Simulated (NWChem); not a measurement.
CH6O2Si2; SMILES C1O[SiH2]O[SiH2]1

```xyz
11

C     -1.4430     0.5170     0.0000
O     -1.1499    -0.8988     0.0000
Si     0.4539    -1.3556     0.0000
O      1.2599     0.1089     0.0000
Si     0.2490     1.4445     0.0000
H     -2.0515     0.7461     0.8834
H     -2.0515     0.7461    -0.8834
H      0.7913    -2.1391     1.2140
H      0.7913    -2.1391    -1.2140
H      0.4644     2.2813    -1.2094
H      0.4644     2.2813     1.2094
```
Atoms are numbered in this order, from 1.

STO-3G and 3-21G are far too small for this property and stand as cheap habits. Geometry: optimised at B3LYP/6-31G* (spherical d).

Q: Give the principal values of the shielding tensors (ppm) of C1, O2, Si3, O4, Si5 from Hartree-Fock/STO-3G, GIAO (NWChem), with their diamagnetic and paramagnetic parts as GIAO splits them.

A: 
```csv
atom,σ11,σ22,σ33,isotropic,diamagnetic,paramagnetic
C1,176.3,185.3,253.0,204.9,249.7,-44.9
O2,385.0,428.6,571.8,461.8,380.1,81.8
Si3,482.3,572.4,655.0,569.9,866.4,-296.5
O4,449.2,534.5,642.2,542.0,379.4,162.6
Si5,526.1,570.3,657.7,584.7,867.4,-282.7
```
